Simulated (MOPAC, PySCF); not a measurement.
C$_{2}$H$_{6}$Br$_{2}$O$_{2}$Si, SMILES `Br[Si](OC)(OC)Br` (C–O–Si–Br torsion -59°, Br–Si–O–C torsion -57°), neutral singlet in the gas phase. 

Z-matrix (Å, degrees):
```
Si
O 1 1.6315
C 2 1.4188 1 126.16
H 3 1.0994 2 107.92 1 177.51
H 3 1.1028 4 108.97 2 -120.67
H 3 1.1034 4 108.80 5 -118.58
O 1 1.6389 2 109.59 3 62.32
C 7 1.4154 1 127.38 2 -179.68
H 8 1.0995 7 108.14 1 179.10
H 8 1.1034 9 108.80 7 -120.72
H 8 1.1035 9 108.87 10 -118.35
Br 1 2.2157 2 107.77 3 -176.87
Br 1 2.2384 2 110.46 3 -57.39
```
Charge 0, spin multiplicity 1.

All levels are single points at this geometry (B3LYP-D3(BJ)/def2-SVP); Pople sets use spherical d functions. Orbital energies aren't observables, and empty levels follow the basis.

HF/3-21G in PySCF gives HOMO (eV) = -11.26.

Task: Estimate the HOMO (eV) from each of these levels: B3LYP-D3(BJ)/def2-TZVP in PySCF; PBE-D3(BJ)/def2-TZVP in PySCF; B3LYP/6-311+G** (LANL2DZ on Br) in PySCF; B3LYP/6-31G* in PySCF; BP86/6-31G* in PySCF; M06-2X/6-31G* in PySCF; PBE/6-31G* in PySCF; SVWN5/6-31G* in PySCF; HF/STO-3G in PySCF; AM1 in MOPAC; PM6 in MOPAC; PM7 in MOPAC.

Result: 
```json
[
 {"level": "B3LYP-D3(BJ)/def2-TZVP in PySCF", "HOMO (eV)": "-8.07"},
 {"level": "PBE-D3(BJ)/def2-TZVP in PySCF", "HOMO (eV)": "-6.99"},
 {"level": "B3LYP/6-311+G** (LANL2DZ on Br) in PySCF", "HOMO (eV)": "-8.12"},
 {"level": "B3LYP/6-31G* in PySCF", "HOMO (eV)": "-7.97"},
 {"level": "BP86/6-31G* in PySCF", "HOMO (eV)": "-6.98"},
 {"level": "M06-2X/6-31G* in PySCF", "HOMO (eV)": "-9.58"},
 {"level": "PBE/6-31G* in PySCF", "HOMO (eV)": "-6.87"},
 {"level": "SVWN5/6-31G* in PySCF", "HOMO (eV)": "-7.01"},
 {"level": "HF/STO-3G in PySCF", "HOMO (eV)": "-8.61"},
 {"level": "AM1 in MOPAC", "HOMO (eV)": "-10.95"},
 {"level": "PM6 in MOPAC", "HOMO (eV)": "-10.26"},
 {"level": "PM7 in MOPAC", "HOMO (eV)": "-10.11"}
]
```
